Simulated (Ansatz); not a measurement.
Kohn–Sham single points on F$_{4}$HNbO (`[OH][Nb]([F])([F])([F])[F]`).

```yaml
crystal:
  periodic: [false, false, false]
  atoms:
    - {symbol: O, position_ang: [0.078709, -1.349069, 0.629220]}
    - {symbol: Nb, position_ang: [-0.012426, 0.323834, -0.172841]}
    - {symbol: F, position_ang: [1.733847, 0.207150, -0.750884]}
    - {symbol: F, position_ang: [-1.379048, -0.206691, -1.288488]}
    - {symbol: F, position_ang: [-0.092951, 2.018742, -0.965139]}
    - {symbol: F, position_ang: [-0.406079, 1.133503, 1.435872]}
    - {symbol: H, position_ang: [0.139149, -2.195669, 1.066460]}
basis:
  gaussian: {orbitals: def2-TZVPP}
hamiltonian: {xc: hse06, dispersion: d4}
output: {orbitals: {seedname: orbitals}}
```

```sh
$ ansatz run in.yaml --threads 4 --pin off --events-out ev --progress --plain --max-ram 10444MiB
```

It prints (some lines left out):

```
Functional definition: HSE06
1211 factors; their error is unknown
90 factors; integrals over basis functions are off by at most 1.3e-6 eV
mean field evaluation 1: about -14469.6021 eV, gradient 9.2e1 eV
mean field evaluation 2: about -14333.0537 eV, gradient 2.9e2 eV
mean field evaluation 4: about -14481.3592 eV, gradient 2.5e1 eV
mean field evaluation 8: about -14482.3427 eV, gradient 1.8e-1 eV
mean field evaluation 16: about -14482.4256 eV, gradient 1.2e-4 eV
mean field -14482.42555490 eV, -532.2193226021 hartree, gradient 2.7e-5 eV, S^2 0.000000; 0 other end points of the search recorded, 0 dependent functions left out
reference -14482.42563688 eV, -532.2193256147 hartree; 29, 29 occupied and 196, 196 virtual orbitals, 1211 factors
Total energy: -14482.52749058 eV, -532.2230686692 hartree
```

Run time 2.8 s (4 threads of an Arm Neoverse V2 on a shared host); peak host memory 0.54 GiB.

Changing it to `hamiltonian: {xc: r2scan, dispersion: d4}` and forces (abridged; 3.7 s):

```
Functional definition: r2SCAN
mean field evaluation 16: about -14491.8855 eV, gradient 2.0e-4 eV
mean field -14491.88550080 eV, -532.5669692016 hartree, gradient 3.5e-5 eV, S^2 0.000000
Total energy: -14491.91682331 eV, -532.5681202826 hartree
Atom 0 force     0.014805    -0.328791     0.156249 eV/Å
Atom 1 force    -0.003814     0.142044    -0.064596 eV/Å
Atom 2 force     0.236740    -0.009107    -0.079341 eV/Å
Atom 3 force    -0.188299    -0.067769    -0.156337 eV/Å
Atom 4 force    -0.011177     0.191083    -0.091367 eV/Å
Atom 5 force    -0.051296     0.115521     0.214907 eV/Å
Atom 6 force     0.003041    -0.042980     0.020486 eV/Å
Dipole moment:     0.035897    -0.630924     0.307030 e Å
```

With the line `hamiltonian: {xc: {name: B2PLYP}}` (abridged; 4.9 s):

```
Functional definition: B2PLYP
mean field evaluation 16: about -14471.5889 eV, gradient 1.9e-4 eV
mean field -14471.58890330 eV, -531.8210830012 hartree, gradient 1.2e-6 eV, S^2 0.000000
5 core orbitals not correlated: weight in the atoms' cores, before any rotation towards them, 1.000 or more for the frozen orbitals, at most 0.000 for the correlated occupied ones
second order -56.35123828 eV of doubles, -0.00000000 eV of singles
Total energy: -14486.80392705 eV, -532.3802248108 hartree
```

The same input with `hamiltonian: {xc: {name: B97M-V}}` (abridged; 6.5 s):

```
Functional definition: B97M-V
mean field evaluation 16: about -14491.8410 eV, gradient 2.0e-4 eV
mean field -14491.84099032 eV, -532.5653334715 hartree, gradient 4.4e-5 eV, S^2 0.000000
Total energy: -14491.84111183 eV, -532.5653379371 hartree
```

Changing it to `hamiltonian: {xc: {name: LC-wPBE}}` (abridged; 2.1 s):

```
Functional definition: LC-wPBE
mean field evaluation 16: about -14489.2443 eV, gradient 8.4e-5 eV
mean field -14489.24434841 eV, -532.4699086414 hartree, gradient 8.8e-6 eV, S^2 0.000000
Total energy: -14489.24434842 eV, -532.4699086419 hartree
```

The same input with `hamiltonian: {xc: {name: revPBE}, dispersion: d4}` (abridged; 1.7 s):

```
Functional definition: revPBE
mean field evaluation 16: about -14493.0696 eV, gradient 4.4e-4 eV
mean field -14493.06955673 eV, -532.6104824543 hartree, gradient 3.4e-5 eV, S^2 0.000000
Total energy: -14493.44454397 eV, -532.6242629813 hartree
```

HSE06 is the plane-wave form, built on full-range PBE exchange.
